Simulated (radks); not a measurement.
Pt3+, 75 electrons, occupied as [Kr] 4d10 4f14 5p6 5d7 5f2 (not the ground configuration). Method: Dirac Kohn-Sham, PBEsol, spin-unpolarised, spherical densities, finite nucleus; open shells are shared between the two j in proportion to 2j + 1; Fermi nuclear charge, rms radius 5.427 fm; computed with a radial shooting solver on a logarithmic mesh with Libxc functionals.

X-ray form factor f0, the Fourier transform of the density (f0(0) = 75):

sin(theta)/lambda (1/angstrom),f0 (electrons)
0.05,74.035
0.1,71.609
0.15,68.506
0.2,65.146
0.25,61.684
0.3,58.238
0.4,51.806
0.5,46.296
0.6,41.638
0.8,34.038
1,27.977
1.25,22.326
1.5,18.610
2,14.598
